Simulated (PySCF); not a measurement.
# SiPb⁺ at PBE

Computed with PBE; PySCF, scalar-relativistic core potentials, basis sets Si def2-SVP, Pb def2-SVP with ECP60.

```json
{"state": "⁴Σ⁻ (quartet), unpaired electrons σ ↑, π ↑↑", "bond length": "2.667 Å", "harmonic wavenumber": "263 cm⁻¹", "force constant": "1.01 mdyn/Å", "rotational constant Be": "0.09611 cm⁻¹", "anharmonicity ωexe": "1.03 cm⁻¹", "vibration–rotation constant αe": "0.000488 cm⁻¹", "bond order (Mayer)": "1.65", "dipole moment (positive dipole points towards Pb; it is taken about the centre of mass and depends on that origin)": "-2.28 D"}
```

These are scalar-relativistic numbers at best; spin–orbit coupling would shift them, the dissociation energy most. The state was picked by a PBE0 search and need not be the measured ground state.
